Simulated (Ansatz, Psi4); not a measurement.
Predicting a hybrid from its neighbours: H2Se (hydrogen selenide)

H2Se: 3 atoms, total charge 0, spin state singlet. SMILES: `[SeH2]`. The shape is that of a PBE0-D4/def2-TZVP optimisation.

The HOMO–LUMO gap y, in eV, basis def2-TZVPPD; a is the functional's share of exact exchange. Programs: Ansatz 0.2.0, Psi4 1.11.

```
functional  program     a  y (eV)
       PBE     Psi4     0    5.05
    r2SCAN     Psi4     0    5.64
     TPSSh     Psi4   0.1    6.08
     B3LYP     Psi4   0.2    6.44
      PBE0     Psi4  0.25    6.98
   r2SCAN0   Ansatz  0.25       ?
     BHLYP     Psi4   0.5    8.50
```

Q: Fit y = c + s·a to the known rows and predict r2SCAN0.

A: 
1. Means of the 6 rows: a = 0.1750, y = 6.448.
2. Σ(Δa)² = 0.17875, Σ(Δa·Δy) = 1.1203, so the slope is 1.1203/0.17875 = 6.2674.
3. Intercept: 6.448 − (6.2674) × 0.1750 = 5.351. The largest residual of the fit is 0.30.
4. r2SCAN0: 5.351 + (6.2674) × 0.25 = 6.92 eV.

The run gave 7.51 eV, so the prediction is off by -0.59 eV, more than the largest residual. Exact exchange lowers occupied levels and raises empty ones. The rows mix families of semi-local functionals, which the line can't see.
